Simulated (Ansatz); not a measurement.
A run on `[OH][Ti]([OH])([I])[I]` with other settings.

```yaml
crystal:
  periodic: [false, false, false]
  atoms:
    - {symbol: O, position_ang: [-0.744799, -0.137298, 1.189616]}
    - {symbol: Ti, position_ang: [0.058300, 0.229860, -0.264307]}
    - {symbol: O, position_ang: [1.524639, -0.981332, -0.111735]}
    - {symbol: I, position_ang: [-1.433537, -0.573919, -2.392122]}
    - {symbol: I, position_ang: [0.821557, 2.587506, -0.493396]}
    - {symbol: H, position_ang: [-1.533723, 0.180872, 1.592857]}
    - {symbol: H, position_ang: [1.748696, -1.580027, 0.488689]}
basis:
  gaussian: {orbitals: def2-TZVPD, fitting: {mean_field: cc-pVTZ-jkfit}, final_grid: {core_spheres: 5, valence_spheres: 4, degree: 11}}
magnetization: {spin_polarized: true, initial_magnetization: 2}
hamiltonian: {xc: {name: RPBE}}
scf: {lower_state_search: light}
relax: {f_tol: 0.0001, max_steps: 1}
```

```sh
$ ansatz run in.yaml --threads 4 --pin off --events-out ev --progress --plain --max-ram 11315MiB
```

Shortened log:

```
Functional definition: RPBE
Error: <dir> the basis set cc-pVTZ-JKFIT has no functions for Ti
```
